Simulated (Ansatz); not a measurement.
A nudged elastic band was laid between two geometries of C₃H₉NSSi (15 atoms, charge 0, multiplicity 1).

Computed with RKS PBE-D4/cc-pVDZ (Ansatz 0.2.0).

| Property | Result |
| --- | --- |
| movable images | 5 |
| climbing image | yes |
| spring | 5.0 eV/Å² |
| optimiser | quadratic models (default) |
| start path | IDPP |
| force threshold | 0.05 eV/Å |
| iteration limit | 60 |
| end points | relaxed |

Initial state:

```xyz
15
Properties=species:S:1:pos:R:3
C -0.936 -0.042 1.471
C 0.243 0.110 0.501
S 1.751 0.395 1.598
C 0.379 -1.106 -0.484
Si -0.245 0.076 -1.853
N 0.074 1.170 -0.497
H -1.107 0.900 2.030
H -1.858 -0.282 0.903
H -0.754 -0.853 2.204
H 2.582 0.684 0.553
H -0.234 -1.982 -0.202
H 1.428 -1.427 -0.617
H 0.591 0.320 -3.089
H -1.684 -0.107 -2.294
H -0.250 2.093 -0.196
```

Final state:

```xyz
15
Properties=species:S:1:pos:R:3
C -0.915 -0.208 1.466
C 0.267 -0.049 0.501
S 1.808 -0.283 1.563
C 0.176 -1.017 -0.733
Si -0.248 0.530 -1.774
N 0.285 1.221 -0.231
H -1.869 -0.150 0.902
H -0.877 -1.183 1.993
H -0.909 0.599 2.227
H 2.670 0.090 0.571
H -0.577 -1.819 -0.619
H 1.151 -1.471 -0.986
H 0.597 0.900 -2.971
H -1.705 0.699 -2.161
H 0.125 2.092 0.281
```

Q: Which bonds break or form, and what moves?

A: No bond is made or broken. The dihedral H9–C1–C2–S3 goes from -56 to 64°. The two ends are copies of one structure, up to a mirror image or an exchange of like atoms.

Q: What energy profile does the band end with?

A: The forces met the threshold. The highest image is number 3 of 0 to 6, 0.174 eV above the ends, which have the same energy within 2 meV. A vibrational analysis at the climbing image gives one clearly imaginary mode, 255i cm⁻¹: a first-order saddle point.

```csv
image,path coordinate (Å),energy (eV),dihedral H9–C1–C2–S3 (°)
0,0.00,0.000,-56
1,0.60,0.044,-36
2,1.20,0.132,-16
3,1.80,0.174,4
4,2.40,0.131,25
5,3.00,0.044,44
6,3.60,0.000,64
```

Q: What is the geometry of the highest image?

A: 
```xyz
15
Properties=species:S:1:pos:R:3
C -0.939 -0.169 1.494
C 0.250 -0.023 0.503
S 1.796 -0.188 1.575
C 0.205 -1.033 -0.702
Si -0.227 0.465 -1.809
N 0.254 1.217 -0.279
H -1.598 0.718 1.421
H -1.550 -1.063 1.262
H -0.606 -0.254 2.547
H 2.670 0.090 0.561
H -0.527 -1.852 -0.581
H 1.197 -1.468 -0.921
H 0.639 0.808 -3.000
H -1.677 0.592 -2.236
H 0.091 2.109 0.193
```

Q: What are the harmonic wavenumbers there?

A: 255i, 64, 248, 264, 307, 359, 393, 398, 464, 499, 601, 624, 694, 759, 762, 806, 830, 863, 910, 949, 975, 1046, 1070, 1108, 1146, 1257, 1335, 1369, 1405, 1411, 2101, 2128, 2599, 2982, 3033, 3067, 3072, 3096, 3503 cm⁻¹.

The run took 120 s on 2 threads of Arm Neoverse V1, on a shared host, peak memory 0.21 GiB.
